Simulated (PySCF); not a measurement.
RuO4 (singlet state).
Geometry (PBE0-D3(BJ)/def2-SVP, Å), atoms numbered from 1 in this order:
```xyz
5
RuO4 angstrom
Ru    -0.0005    0.0000    0.0001
O      0.0204   -0.0156    1.6636
O      1.5611    0.0074   -0.5720
O     -0.7923    1.3628   -0.5331
O     -0.7887   -1.3546   -0.5585
```

Method used: PBE0-D3(BJ)/def2-SVP geometry optimisation, gas phase, def2 core potentials past Kr in PySCF.

Q: Which atoms are bound to Ru1, and at what distances?

A: 4 atoms: O3 1.663 Å, O2 1.664 Å, O5 1.664 Å, O4 1.664 Å.

Q: What is the shape at Ru1?

A: Tetrahedral: angles from 109.4° to 109.5°; τ4 = (360° − α − β)/141° = 1.00 with α and β the two widest (0 for a square, 1 for a tetrahedron).

Q: What are the rotational constants (commonest isotopes, rigid rotor)?

A: A = 4283, B = 4282, C = 4278 MHz: a spherical top.

Point group: Td (every atom within 0.08 Å of its image). Charge 0, singlet. PBE0-D3(BJ)/def2-SVP frequencies: not computed here.
